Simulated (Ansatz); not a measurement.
Ideal-gas functions of `[SH2+][GaH3-]` at 500 K and 1 bar, from an Ansatz frequency run at PBE0-D4/def2-TZVP.

Molar mass 106.83 g/mol, point group Cs (symmetry number 1), electronic degeneracy 1, moments of inertia 10.886, 164.323, 164.681 u Å². Harmonic wavenumbers (cm⁻¹, unscaled): 113, 175, 291, 320, 506, 559, 718, 747, 748, 1202, 1934, 1940, 1948, 2714, 2728.

Use S(trans) = R[1.5 ln M + 2.5 ln T − 1.1517]; rotational temperatures θ = 24.2544 K / I; S(rot) = R[ln(√π/σ · √(T³/θAθBθC)) + 1.5]; for each mode x = 1.438777 ν̃/T, S = R[x/(eˣ − 1) − ln(1 − e⁻ˣ)] and H = RT x/(eˣ − 1); 1 cm⁻¹ = 0.0119627 kJ/mol; R = 8.31446 J/(mol·K).

Q: By hand: the entropy, in J/(mol·K).

A: Translation 177.9. Rotation: θ = 2.228, 0.1476, 0.1473 K, giving 107.3. Vibration, mode by mode: 17.69, 14.11, 10.03, 9.29, 5.89, 5.20, 3.62, 3.39, 3.38, 1.20, 0.21, 0.21, 0.20, 0.03, 0.03, in all 74.5. Electronic 0.0. Sum 359.7 J/(mol·K).

Q: By hand: H − E and G − E in kJ/mol, counted from the electronic energy.

A: Zero-point energy ½ × 16643 × 0.0119627 = 99.5; thermal vibration 19.8; translation, rotation and pV give 4 RT = 16.6. H − E = 135.9 kJ/mol, and G − E = 135.9 − 500 × 359.7/1000 = -43.9 kJ/mol.

Vibration gives 21 % of the entropy, 17.7 J/(mol·K) of it from the mode under 150 cm⁻¹: soft modes count most, and the harmonic formula is weakest for them.
